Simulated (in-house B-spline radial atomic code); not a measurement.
Ca VII (Ca6+): [Ne] 3s2 3p2

Method: Dirac-Kohn-Sham relativistic LDA, spherical fractional occupations, Fermi nucleus of rms radius 3.4776 fm. Calculated with a B-spline radial code for spherical atoms.

Effective charges: Z_r = [3n² - l(l+1)]/(2<r>) from the radius, Z_e = n√(-2ε) from the energy, and Slater's rules. Values are occupation-weighted means over j.

```
shell  electrons   ε (eV)  <r> (bohr)    Z_r    Z_e  Slater
   1s          2  -4042.1     0.07709  19.46  17.24   19.70
   2s          2  -519.18      0.3639  16.49  12.35   15.85
   2p          6  -441.81      0.3261  15.33  11.40   15.85
   3s          2  -136.46       1.046  12.90   9.50   10.15
   3p          2  -115.91       1.082  11.55   8.76   10.15
```

The least bound orbital is 3p3/2 at -115.7 eV, and it is also the most diffuse (<r> = 1.084 bohr).

Spin-orbit splittings of the orbital energies (j = l + 1/2 above j = l - 1/2 when positive): 2p 3.717 eV, 3p 0.5518 eV.

For the 1s electron the small component carries 0.507 % of the norm, the zero-frequency Breit interaction raises the level by 3.555 eV, self-energy by 1.655 eV, and vacuum polarisation lowers it by 0.1223 eV.

The density falls to 0.001 bohr⁻³ at 2.379 bohr; Σ<r²> = 6.3166 bohr² gives, by the non-relativistic formula and without the paramagnetism of open shells, a Langevin diamagnetic susceptibility of -5.003×10⁻⁶ cm³/mol.
